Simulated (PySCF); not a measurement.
Vertical excitations of a molecule C₄H₈OSi from PySCF with TDA-PBE0/def2-SVPD, as energy in eV (oscillator strength): 5.86 (0.879), 6.01 (0.007), 6.17 (0.301), 6.77 (0.003), 6.88 (0.001), 6.96 (0.012), 7.11 (0.009), 7.26 (0.013), 7.28 (0.008), 7.30 (0.006). Lowest triplet (TDA): 3.07 eV. Geometry optimised at ωB97X-D3(BJ)/def2-SVP. One conformer was computed; it need not be the lowest.

Task: Pick the molecule that these values belong to.
(A) C=C/C=C/[SiH2]O
(B) C#CCO[SiH2]C
(C) C=C1C[SiH](O)C1
(D) CO[Si@H]1C=CC1

Result: A, C=C/C=C/[SiH2]O
